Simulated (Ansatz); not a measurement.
```yaml
crystal:
  periodic: [false, false, false]
  atoms:
    - {symbol: C, position_ang: [0.145747, 0.350472, 0.517121]}
    - {symbol: C, position_ang: [0.176123, 0.399921, 2.033628]}
    - {symbol: O, position_ang: [-0.404538, -0.751876, 0.036390]}
    - {symbol: O, position_ang: [0.665798, 1.199429, -0.251604]}
    - {symbol: Sn, position_ang: [-0.261405, -0.557204, -2.063709]}
    - {symbol: H, position_ang: [0.620946, 1.348850, 2.349806]}
    - {symbol: H, position_ang: [0.732124, -0.470691, 2.426792]}
    - {symbol: H, position_ang: [-0.799081, 0.326298, 2.451014]}
    - {symbol: H, position_ang: [1.354943, -0.584682, -2.488681]}
    - {symbol: H, position_ang: [-1.121469, 0.802969, -2.606367]}
    - {symbol: H, position_ang: [-1.090542, -2.009445, -2.446559]}
basis:
  gaussian: {orbitals: def2-SVPD, fitting: {mean_field: def2-universal-jkfit}}
hamiltonian: {xc: {name: BLYP}, dispersion: d3bj, pseudopotentials: {relativity: none}}
scf: {omitted_lower_state_checks: [starts]}
output: {forces: true}
```

```sh
$ ansatz run in.yaml --threads 4 --pin off --events-out ev --progress --plain --max-ram 4787MiB
```

It prints (some lines left out):

```
Functional definition: BLYP
630 factors; integrals over basis functions are off by at most 3.5e-1 eV
mean field evaluation 1: about -12077.7293 eV, gradient 7.8e1 eV
mean field evaluation 2: about -11964.5555 eV, gradient 2.0e2 eV
mean field evaluation 4: about -12089.1970 eV, gradient 2.0e1 eV
mean field evaluation 8: about -12090.0433 eV, gradient 3.2e-1 eV
mean field evaluation 16: about -12090.0381 eV, gradient 2.8e-5 eV
mean field -12090.03813414 eV, -444.3007065074 hartree, gradient 2.8e-5 eV, S^2 0.000000; 0 other end points of the search recorded, 0 dependent functions left out
reference -12090.03854131 eV, -444.3007214706 hartree; 28, 28 occupied and 138, 138 virtual orbitals, 630 factors
Total energy: -12090.50073364 eV, -444.3177067254 hartree
Atom 0 at     0.145747     0.350472     0.517121 Å, force     0.724088     0.137833    -0.225671 eV/Å
Atom 1 at     0.176123     0.399921     2.033628 Å, force     1.143255     0.370098    -0.550997 eV/Å
Atom 2 at    -0.404538    -0.751876     0.036390 Å, force    -0.283536    -0.006265    -0.073645 eV/Å
Atom 3 at     0.665798     1.199429    -0.251604 Å, force    -0.565678    -0.465089     0.797308 eV/Å
Atom 4 at    -0.261405    -0.557204    -2.063709 Å, force    -0.349328    -0.046383    -0.150000 eV/Å
Atom 5 at     0.620946     1.348850     2.349806 Å, force     0.257640     0.100646     0.168684 eV/Å
Atom 6 at     0.732124    -0.470691     2.426792 Å, force     0.183866     0.073736    -0.081303 eV/Å
Atom 7 at    -0.799081     0.326298     2.451014 Å, force    -1.492016    -0.110970     0.393352 eV/Å
Atom 8 at     1.354943    -0.584682    -2.488681 Å, force     0.670422    -0.085303    -0.199877 eV/Å
Atom 9 at    -1.121469     0.802969    -2.606367 Å, force    -0.200785     0.237638    -0.066355 eV/Å
Atom 10 at    -1.090542    -2.009445    -2.446559 Å, force    -0.087928    -0.205943    -0.011496 eV/Å
Dipole moment:    -0.108167    -0.193873     0.012621 e Å
Checks for a lower state left out: starts
```

It took 2.1 s on 4 threads of Arm Neoverse V1 on a shared host.

In the def2 sets Sn takes a core potential; there is no spin–orbit coupling.
